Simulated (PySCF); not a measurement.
## A survey of 17O NMR shifts

[PySCF 2.14.0 with density-fitted response routines: coordinates at the GFN2-xTB level; GIAO PBE0/pcSseg-1 shieldings; rapidly exchanging positions averaged; no solvent; no relativistic terms; single conformer]

Shieldings were converted by a linear fit to measured shifts: 17O (scatter 10.7 ppm rms, 12.2 ppm with the 3 outliers that the fit left out vs liquid water, solution or neat liquid). Occasional misses reach two or three times the rms, and more in compound classes unlike the fitted ones.

Q: Give the 17O shifts of `C[C@@H]1C(=O)C[C@H]2[SiH2]O[SiH2][C@@H]12`, `CC(=O)N(C)[SiH2]N[SiH3]`, `C=NCC[Si@@H](N)O[SiH3]`.

A: 
```csv
compound,environment,δ (ppm)
[CH3:1][C@@H:2]1[C:3](=[O:4])[CH2:5][C@H:6]2[SiH2:7][O:8][SiH2:9][C@@H:10]12,O4: ketone oxygen,552.5
[CH3:1][C@@H:2]1[C:3](=[O:4])[CH2:5][C@H:6]2[SiH2:7][O:8][SiH2:9][C@@H:10]12,"O8: oxygen bonded to 2 Si, in a 5-membered ring",-9.5
CC(=O)N(C)[SiH2]N[SiH3],amide-type carbonyl oxygen,362.8
C=NCC[Si@@H](N)O[SiH3],oxygen bonded to 2 Si,-13.4
```

Q: Match the shifts 378.5, 222.2, 82.5, 39.1, -3.5 ppm to `FC(F)(F)CO[C@@]1(F)[C@@H]2C[C@@H]21`, `C/C=C(\C(=O)F)c1ccccc1`, `C=NC[SiH2][Si@@H](O)C[SiH3]`, `C/C=C/[C@H](F)OC(C)=S`, `N#Cc1ccccc1O`.

A: 378.5: C/C=C(\C(=O)F)c1ccccc1 (carbonyl oxygen); 222.2: C/C=C/[C@H](F)OC(C)=S (ether oxygen); 82.5: N#Cc1ccccc1O (phenol-type oxygen); 39.1: FC(F)(F)CO[C@@]1(F)[C@@H]2C[C@@H]21 (ether oxygen); -3.5: C=NC[SiH2][Si@@H](O)C[SiH3] (oxygen bonded to Si, H).
